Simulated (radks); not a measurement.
The numbers below are computed, except where a source is named.
The chlorine ion Cl11+ is in [He] 2s2 2p2. Level of theory: non-relativistic Kohn-Sham, PBE, spin-polarised, spherical densities, point nucleus (a radial shooting solver on a logarithmic mesh with Libxc functionals). Open shells are filled with parallel spins first. One electron is removed from 2p, 2s, 1s in turn, with full relaxation. Which removal costs least, and what does each cost?

Answer. 2p 592.50 eV; 2s 615.08 eV; 1s 3280.6 eV. The 2p electron leaves first.
